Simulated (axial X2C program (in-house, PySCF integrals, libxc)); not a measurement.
## Potential curves of CaSr, two-component

Calculated with an axial X2C code built on PySCF integrals. Two-component (2c) means X2C with spin–orbit coupling and atomic mean-field two-electron Coulomb and Gaunt terms. Basis: Sr dyall-cv3z [13s12p8d5f1g], Ca dyall-cv3z [11s12p6d4f] (cores contracted in-house); Gaussian nuclei, density fitting, unrestricted open shells. Masses: Sr 87.906 u, Ca 39.963 u.

State: Ω = 0 (closed shell). Energies in eV from the fragments at the same level (Sr + Ca). Fits are polynomials in 1 − R0/R over 0.85 to 1.23 times the lowest point R0.

```csv
R (Å),PBE0
3.8532,-0.0820
4.0304,-0.1478
4.1633,-0.1749
4.2961,-0.1882
4.4290,-0.1916
4.5840,-0.1868
4.7390,-0.1759
4.9383,-0.1568
5.1819,-0.1305
5.5363,-0.0939
```

The state is a single determinant with fixed occupations, the lowest that a limited PBE0 search found. De is counted from the lowest determinant-based energies of the atoms at the same level, without counterpoise correction.

Task: Fit the PBE0 curve near its minimum: give the equilibrium distance, the harmonic wavenumber and the well depth.

Result: At PBE0, 2c: Re = 4.418 Å, ωe ≈ 63.6 cm⁻¹, De = 0.19 eV to Sr + Ca; Be follows as 0.0314 cm⁻¹.
